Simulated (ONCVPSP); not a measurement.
# Transferability test, ONCV potential for Se

ONCVPSP 4.0.1 input, shortened (lines: element, Z, core and valence counts, functional; n l f; lmax; l rc ep ncon nbas qcut; lloc lpopt rc5 dvloc0; l nproj debl; icmod fcfact rcfact), PBE, fully relativistic:

```
  Se 34.00    3    5        4      upf
    1    0    2.00
    2    0    2.00
    2    1    6.00
    3    0    2.00
    3    1    6.00
    3    2   10.00
    4    0    2.00
    4    1    4.00
    2
    0    1.05    0.00    4    7   13.40
    1    1.20    0.00    4    8    9.00
    2    0.75    0.00    4    9   24.20
    4    4    0.75    3.00
    0    2    1.60
    1    2    1.40
    2    2    2.80
    0    0.00    0.00
```

Open shells are filled in proportion to 2j + 1.

Energies are relative to the spin-unpolarised reference configuration 3s2 3p6 3d10 4s2 4p4; without spin polarisation the order of configurations can differ from experiment.

```json
{"valence configuration": "3s2 3p6 3d10 4s2 4p3", "charge": "+1", "ΔE all-electron (eV)": "10.849", "error AE − PS (meV)": "+0.5"}
{"valence configuration": "3s2 3p6 3d10 4s2 4p2", "charge": "+2", "ΔE all-electron (eV)": "31.203", "error AE − PS (meV)": "+1.5"}
{"valence configuration": "3s2 3p6 3d10 4s2 4p1", "charge": "+3", "ΔE all-electron (eV)": "62.077", "error AE − PS (meV)": "+3.4"}
```

Problem. What are ΔE and the potential's error for 3s2 3p6 3d9 4s2 4p4?

Solution. ΔE = 64.081 eV all-electron; the error (AE − PS) is +21 meV.

Levels in the configuration 3s2 3p6 3d10 4s2 4p2:

```csv
level,all-electron (eV),pseudo (eV)
3s j=1/2,-236.179,-236.174
3p j=3/2,-173.762,-173.748
3p j=1/2,-179.638,-179.623
3d j=5/2,-75.433,-75.431
3d j=3/2,-76.331,-76.322
4s j=1/2,-37.628,-37.628
4p j=3/2,-25.294,-25.293
4p j=1/2,-25.809,-25.807
```
